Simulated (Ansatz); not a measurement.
Input file for Ansatz (a quantum-chemistry and plane-wave program): R-PBE0/def2-TZVPP on CF-, 2S+1 = 1, a spin state set in the input, which need not be the lowest, a point of a bond scan (R = 1.412 Å). Charge -1.

Ansatz 0.2 input:
```yaml
crystal:
  periodic: [false, false, false]
  atoms:
    - {symbol: C, position_ang: [0.00000000, 0.00000000, 0.00000000]}
    - {symbol: F, position_ang: [0.00000000, 0.00000000, 1.41228400]}
basis:
  gaussian:
    orbitals: def2-TZVPP
    pivot_positions_ang: [[0.00000000, 0.00000000, 0.00000000], [0.00000000, 0.00000000, 1.41228400]]
hamiltonian:
  xc: {name: PBE0}
total_charge: -1
output: {forces: true, orbitals: {seedname: ./end}}
```

The log:

```
WARN ansatz: RAYON_NUM_THREADS=2 ignored (pool sized by the plan → 2); use --threads N
Functional definition: PBE0
integrals: 0.01 GiB planned
336 factors; their error is unknown
mean field: 0.11 GiB planned
mean field evaluation 1: about -3730.0564 eV, gradient 9.6e1 eV
mean field evaluation 2: about -3715.7289 eV, gradient 1.5e2 eV
mean field evaluation 4: about -3745.6158 eV, gradient 5.2e-1 eV
mean field evaluation 8: about -3745.6295 eV, gradient 4.1e-2 eV
mean field evaluation 16: about -3745.6295 eV, gradient 7.4e-5 eV
mean field -3745.62953335 eV, -137.6493464719 hartree, gradient 7.4e-5 eV, S^2 0.000000; 0 other end points of the search recorded, 0 dependent functions left out
the calculation of the forces begins
reference -3745.62954833 eV, -137.6493470224 hartree; 8, 8 occupied and 54, 54 virtual orbitals, 336 factors
Total energy: -3745.62954833 eV, -137.6493470224 hartree
Atom 0 at     0.000000     0.000000     0.000000 Å, force     0.000000     0.000000     0.120234 eV/Å
Atom 1 at     0.000000     0.000000     1.412284 Å, force    -0.000000    -0.000000    -0.120234 eV/Å
Dipole moment:     0.000000    -0.000000     0.733304 e Å
```

The calculation finished and met its thresholds.

Cost: very roughly 0.8 core-seconds.
